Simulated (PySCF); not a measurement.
Species: C6H11O (doublet state).
Structure used (GFN2-xTB), in Å, numbered top down from 1:
```
atom  x, y, z in Å
C1     2.9371   -0.4058   -0.0921
C2     1.6988   -0.2772   -0.6647
C3     0.5030   -0.0291   -0.0076
O4     0.4283    0.1166    1.3429
C5    -0.8144    0.0894   -0.7141
C6    -1.7478   -1.0453   -0.2754
C7    -1.4588    1.4479   -0.4175
H8     3.8015   -0.6011   -0.6967
H9     3.1105   -0.3198    0.9685
H10    1.6305   -0.3761   -1.7387
H11    1.3134    0.0262    1.7163
H12   -0.6347    0.0063   -1.7905
H13   -1.9025   -1.0003    0.7994
H14   -1.3140   -2.0109   -0.5249
H15   -2.7099   -0.9554   -0.7738
H16   -2.4076    1.5370   -0.9410
H17   -0.8065    2.2571   -0.7384
H18   -1.6357    1.5468    0.6501
```

The hyperfine couplings belong to this conformer and change with its torsions.

As a line formula: `C=C[C](O)C(C)C` [radical].

Method: UKS B3LYP, pcH-1 on C H O, non-relativistic, mean-field spin-orbit, GIAO in PySCF. Isolated species at its GFN2-xTB geometry (one conformer only). A GFN2-xTB geometry isn't a minimum of the functional, and hyperfine couplings can be far from their values at a DFT geometry. The SCF solution wasn't tested for stability.

Mulliken spin populations: C1 +0.657, C2 -0.213, C3 +0.525, O4 +0.072, C5 -0.027, C6 +0.019, C7 +0.017, H8 -0.030, H9 -0.027, H10 +0.006, H11 -0.003, H12 +0.001, H13 -0.002, H14 0.000, H15 +0.003, H16 +0.002, H17 0.000, H18 -0.002. Main spin sites, with 60 % or more of the largest population: C1, C3; positions count bonds from the nearest.

What dipolar couplings does the calculation give for H11, H12, H13, H14, H15, H16, H17, H18?

```csv
atom,position,distance from C1 (Å),T1 (MHz),T2,T3
H11,2 bonds from C3,2.47,-6.31,-4.07,10.38
H12,2 bonds from C3,3.98,-3.51,-2.48,5.99
H13,3 bonds from C3,4.96,-2.72,-1.19,3.91
H14,3 bonds from C3,4.56,-3.26,-1.15,4.40
H15,3 bonds from C3,5.71,-1.86,-1.05,2.91
H16,3 bonds from C3,5.75,-1.75,-1.04,2.79
H17,3 bonds from C3,4.64,-3.13,-1.22,4.35
H18,3 bonds from C3,5.03,-2.58,-1.21,3.79
```

Estimate them with point dipoles: put each population ρk at its nucleus, leave out the nucleus itself and the atom bound to it, and sum T = Σ [ρk/(2S)]·C·(3 n nᵀ − 1)/r³ with C = μ0 gₑ μB g_N μN/(4π h) = 79.06 MHz Å³.

| atom | T1 (MHz) | T2 | T3 | T3, computed | difference in T3 (%) |
| --- | --- | --- | --- | --- | --- |
| H11 | -7.94 | -1.62 | 9.55 | 10.38 | -8 |
| H12 | -4.41 | -4.23 | 8.64 | 5.99 | +44 |
| H13 | -2.30 | -2.25 | 4.56 | 3.91 | +16 |
| H14 | -2.22 | -1.97 | 4.19 | 4.40 | -5 |
| H15 | -1.10 | -0.92 | 2.02 | 2.91 | -31 |
| H16 | -1.11 | -0.91 | 2.02 | 2.79 | -28 |
| H17 | -2.22 | -2.04 | 4.26 | 4.35 | -2 |
| H18 | -2.26 | -2.24 | 4.50 | 3.79 | +19 |

In T3 the estimate is closest for H17 (-2 %, 4.64 Å from C1) and worst for H12 (+44 %, 3.98 Å).

The SMILES draws the unpaired electron on C3; the largest computed Mulliken spin population is on C1 (0.66 against 0.52).
